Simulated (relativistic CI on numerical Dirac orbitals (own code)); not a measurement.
## Line list: Electric-dipole lines, Rb11+

These numbers are calculated, not measured: Dirac-Coulomb-Breit CI, orbitals from a KLI potential per configuration, QED by a radiative potential, unscaled Slater integrals (own radial code, finite nucleus).

Configuration list (outside the closed core [Ne]): 3s2.3p6.3d8, 3s2.3p5.3d9, 3s2.3p4.3d10, 3s.3p6.3d9, 3s2.3p6.3d7.4s, 3s2.3p6.3d7.4p, 3p6.3d10, 3s2.3p6.3d7.4d, 3s2.3p6.3d6.4s2, 3s2.3p6.3d6.4s.4p, 3s2.3p6.3d7.4f, 3s.3p5.3d10, 3s2.3p6.3d7.5s, 3s2.3p6.3d6.4p2, 3s2.3p6.3d7.5p, 3s2.3p6.3d6.4s.4d. Levels of other configurations are missing.

```tsv
λ vac (Å)	Lower	Upper	A (s⁻¹)	E lower (cm⁻¹)	E upper (cm⁻¹)
75.900	3s2.3p6.3d8 3F_4 [1]	3s2.3p6.3d7.4p 3G°_5 [95]	9.13e+10	0	1317529
75.901	3s2.3p6.3d8 3F_3 [2]	3s2.3p6.3d7.4p 3G°_4 [110]	9.73e+10	10916	1328428
76.621	3s2.3p6.3d8 3F_4 [1]	3s2.3p6.3d7.4p 3F°_4 [87]	7.30e+10	0	1305129
77.577	3s2.3p6.3d8 1G_4 [8]	3s2.3p6.3d7.4p 1G°_4 [137]	2.23e+11	61249	1350286
86.126	3s2.3p6.3d8 1G_4 [8]	3s2.3p5.3d9 1F°_3 [55]	6.76e+11	61249	1222338
88.399	3s2.3p6.3d8 3F_3 [2]	3s2.3p5.3d9 3D°_2 [40]	1.89e+11	10916	1142154
91.194	3s2.3p6.3d8 3F_2 [3]	3s2.3p5.3d9 3D°_1 [26]	3.60e+11	15600	1112167
91.455	3s2.3p6.3d8 3F_4 [1]	3s2.3p5.3d9 3D°_3 [22]	3.09e+11	0	1093430
94.575	3s2.3p6.3d8 3F_3 [2]	3s2.3p5.3d9 3F°_2 [13]	1.56e+11	10916	1068281
96.582	3s2.3p6.3d8 3F_4 [1]	3s2.3p5.3d9 3F°_3 [12]	7.50e+10	0	1035390
99.581	3s2.3p6.3d8 3F_4 [1]	3s2.3p5.3d9 3F°_4 [10]	1.05e+11	0	1004211
339.45	3s2.3p6.3d7.4p 5F°_5 [68]	3s2.3p6.3d7.4d 3H_6 [178]	2.50e+10	1271463	1566058
342.65	3s2.3p6.3d7.4p 5G°_6 [67]	3s2.3p6.3d7.4d 5H_7 [174]	2.96e+10	1271180	1563020
343.60	3s2.3p6.3d7.4p 5G°_5 [76]	3s2.3p6.3d7.4d 3H_6 [187]	2.89e+10	1283739	1574775
497.36	3s2.3p6.3d7.4s 5F_5 [14]	3s2.3p6.3d7.4p 5G°_6 [67]	7.13e+09	1070117	1271180
512.70	3s2.3p6.3d7.4s 3F_4 [20]	3s2.3p6.3d7.4p 5G°_5 [76]	5.04e+09	1088692	1283739
513.62	3s2.3p6.3d7.4s 5F_4 [15]	3s2.3p6.3d7.4p 5F°_5 [68]	4.54e+09	1076766	1271463
515.12	3s2.3p6.3d7.4s 3H_6 [37]	3s2.3p6.3d7.4p 3I°_7 [117]	6.56e+09	1136801	1330931
541.74	3s2.3p6.3d7.4s 5F_5 [14]	3s2.3p6.3d7.4p 5F°_5 [61]	4.37e+09	1070117	1254706
548.61	3s2.3p6.3d7.4s 5F_5 [14]	3s2.3p6.3d7.4p 5D°_4 [60]	4.17e+09	1070117	1252396
```

Terms are leading LS components. Brackets give the number of a level in order of energy, since labels repeat. The list gives strong lines, with weight on those to low levels, without lines whose two gauges differ by over a factor of 2.5, among the lowest 200 of 2095 levels, so that lines to higher ones, which can be the strongest, are missing. Levels whose partners in the same complex of configurations lie outside the list can be far off, and so can their lines. Rates are taken at the computed energies, electric ones in the length gauge.

At this charge energies of transitions that change n are usually good to better than 1 %, and those within a shell (Δn = 0) to a few per cent. Terms inside the open d or f shell come out 10 to 20 % too wide with unscaled integrals.

LS names give the leading component of a level, which can be under half, so a name can repeat, a term be missing and a line seem to break the LS rules.
